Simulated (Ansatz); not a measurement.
Al (SMILES [Al-]), charge -1, triplet (a gas-phase anion, which may not be bound at this level); Ansatz (an electronic-structure program) with WB97X/6-31G*.

Input for Ansatz:
Ansatz 0.2 input:
```yaml
crystal:
  periodic: [false, false, false]
  atoms:
    - {symbol: Al, position_ang: [0.00000000, 0.00000000, 0.00000000]}
basis:
  gaussian:
    orbitals: 6-31G*
hamiltonian:
  xc: {name: wB97X}
total_charge: -1
magnetization: {spin_polarized: true, initial_magnetization: 2}
accuracy: high
```

Question: What does Ansatz print? Leave out banner, timings and long lists.

Answer: 
```
Functional definition: wB97X
142 factors; integrals over basis functions are off by at most 2.3e-9 eV
76 factors; integrals over basis functions are off by at most 7.6e-10 eV
mean field evaluation 1: about -6593.9477 eV, gradient 4.0e0 eV
mean field evaluation 2: about -6594.2029 eV, gradient 1.2e0 eV
mean field evaluation 4: about -6594.2286 eV, gradient 4.1e-2 eV
mean field evaluation 8: about -6594.2292 eV, gradient 1.5e-4 eV
mean field evaluation 16: about -6594.2292 eV, gradient 2.5e-8 eV
mean field -6594.22924408 eV, -242.3334549908 hartree, gradient 2.5e-8 eV, S^2 2.002107; 0 other end points of the search recorded, 0 dependent functions left out
reference -6594.22924393 eV, -242.3334549852 hartree; 8, 6 occupied and 11, 13 virtual orbitals, 142 factors
Total energy: -6594.22924393 eV, -242.3334549852 hartree
```
